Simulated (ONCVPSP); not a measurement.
## europium: one change to an ONCV potential, before and after

```
Element                 : europium (Eu)
Generator               : ONCVPSP 4.0.1
Type                    : optimised norm-conserving Vanderbilt (ONCV)
Functional              : LDA (Perdew-Wang 92)
Relativity              : scalar-relativistic
Frozen core             : [Kr] 4d10 4f6
Valence charge          : 11
Reference configuration : 5s2 5p6 5d1 6s1.75 6p0.25
Partial waves           : 5s+6s: rc 2.20 bohr, ncon 4, nbas 8, qcut 6.4 1/bohr, 2 projectors; 5p+6p: rc 2.20 bohr, ncon 3, nbas 7, qcut 5.9 1/bohr, 2 projectors; 5d: rc 2.55 bohr, ncon 4, nbas 8, qcut 4.2 1/bohr, 2 projectors, debl 3.3 Ha; f scattering state at 0.19 Ha: rc 2.40 bohr, ncon 4, nbas 7, qcut 5.1 1/bohr, 2 projectors, debl 1.9 Ha
Local potential         : polynomial inside 1.45 bohr (lpopt 2, dvloc0 0 Ha)
Core correction         : Teter function, fcfact 4.75, rcfact 1.6
```

Change: core correction Teter function, fcfact 4.1, rcfact 1.6.

Cutoffs: the cutoffs (Ha) at which the residual kinetic energy of the hardest occupied pseudo-wave falls to 1 and 0.1 mHa per electron; they do not see the model core or the augmentation charge, which bear on the density cutoff. Errors are all-electron minus pseudo energies relative to the spin-unpolarised reference configuration.

Q: Predict the effect on cutoff, ghosts and configuration errors.

A: The potential gets neither clearly harder nor softer (13 Ha and 15 Ha → 13 Ha and 15 Ha); of the 3 tests that both files solve, the error grows in 1 and shrinks in 0 by more than 15 % and 0.3 meV (median size 0.6 → 0.9 meV); neither file shows a bound ghost. A model core, the more so a compact one, raises the density cutoff, which this test does not measure.

| quantity | base | changed |
| --- | --- | --- |
| cutoff, loose | 13 Ha | 13 Ha |
| cutoff, tight | 15 Ha | 15 Ha |
| bound ghosts | none | none |
| GHOST(+) flags under 300 eV | s at 176.4 eV | s at 176.4 eV |
| tests counted as reliable (solved cleanly; for ONCVPSP, near-neutral configurations with less than one 5d electron left out) | 3 of 4 | 3 of 4 |
| error for 5s2 5p6 5d1 6s2 6p0, meV [ΔE -0.71 eV] | +0.1 | +0.1 |
| error for 5s2 5p6 5d1 6s1 6p0, meV [ΔE 6.05 eV] | -1.0 | -0.9 |
| error for 5s2 5p6 5d1 6s0 6p0, meV [ΔE 18.25 eV] | +0.6 | +0.9 |
| s: phases at 2.24 bohr within 0.05 rad from the reference energy up to (Ha; the scan ends near 5) | 5.0 | 5.0 |
| p: phases at 2.24 bohr within 0.05 rad from the reference energy up to (Ha; the scan ends near 5) | to the end of the scan | to the end of the scan |
| d: phases at 2.59 bohr within 0.05 rad from the reference energy up to (Ha; the scan ends near 5) | to the end of the scan | to the end of the scan |
| f: phases at 2.44 bohr within 0.05 rad from the reference energy up to (Ha; the scan ends near 5) | 0.4 | 0.4 |
| rms error of d²Exc/dni dnj with the model core, mHa | 1.04 | 0.67 |

Base: The cutoffs count occupied waves only; projector 2 of the f channel, the hardest unoccupied one, needs 48 Ha at the loose tolerance. Tests not counted: 5s2 5p6 5d0 6s2 6p0 (all-electron energy unsafe for a near-neutral lanthanide with less than one 5d electron, printed error -23 meV). Changed file: The cutoffs count occupied waves only; projector 2 of the f channel, the hardest unoccupied one, needs 48 Ha at the loose tolerance. Tests not counted: 5s2 5p6 5d0 6s2 6p0 (all-electron energy unsafe for a near-neutral lanthanide with less than one 5d electron, printed error -22 meV).
